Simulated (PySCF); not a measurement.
## Ionising TlAs

UHF-CCSD(T); basis Tl cc-pVDZ-PP with ECP60, As cc-pVDZ-PP with ECP10; scalar-relativistic core potentials; PySCF 2.14. Neutral (UHF): triplet (π ↑↑), Re = 2.858 Å, ωe = 150 cm⁻¹, De = 1.22 eV.

TlAs⁺ (UHF): quartet (σ ↑, π ↑↑), Re = 3.388 Å, ωe = 55.6 cm⁻¹. The energies at the minima are -502.90805 hartree for TlAs and -502.67889 for TlAs⁺.

(1) Work out the adiabatic ionisation energy, without and with harmonic zero-point energies (1 hartree = 27.2114 eV, 1 eV = 8065.5 cm⁻¹), and the change of the bond length.

Correlated steps freeze 8 core orbitals. Correlated levels converge slowly with the basis: in double zeta they bind strong bonds too weakly, by up to about 1 eV, and carry superposition errors of some tenths. These are scalar-relativistic numbers at best; spin–orbit coupling would shift them, the dissociation energy most. States were picked by a PBE0 search and need not be the measured ground states.

## Answers

(1) At UHF-CCSD(T): 0.22916 hartree = 6.236 eV between the minima; the zero-point term (55.6 − 150.0)/2 cm⁻¹ = -0.006 eV makes it 6.230 eV. Re changes by +53.0 pm against the neutral. The electron leaves a σ orbital, and the ion is left as a loose complex of an ion and an atom.
